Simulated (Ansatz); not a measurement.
Spectroscopic constants of NO+, closed-shell singlet (the spin of the measured ground state).

The constants come from a fifth-degree fit in 1/R (seven points, main isotopes). In def2 and cc sets the state is the lowest found near the PBE0 minimum, followed along R. The singlet is held restricted. HF and MP2 rows in def2 and cc sets belong to the determinant that coupled cluster picked by its CCSD energy.

Frozen-core correlation.

Codes used: Ansatz (a program for electronic structure). 

Energies at MP2/def2-TZVPP:

| R (Å) | E (hartree) |
|---|---|
| 0.979908 | -129.34248657 |
| 1.006250 | -129.35871413 |
| 1.030484 | -129.36821256 |
| 1.057879 | -129.37384416 |
| 1.085275 | -129.37511647 |
| 1.116885 | -129.37237650 |
| 1.153763 | -129.36497269 |

**Question.** With a reduced mass of 7.4664 u, find the minimum, the force constant and the constants.

**Answer.** A fifth-degree polynomial in 1/R puts the minimum at r_e = 1.0807 Å with force constant 2070 N/m. Then ω_e = (1/2πc)√(k/μ) = 2168 cm⁻¹ and B_e = h/(8π²cμr_e²) = 1.933 cm⁻¹; the cubic and quartic terms give α_e = 0.023 and ω_e x_e = 22 cm⁻¹.
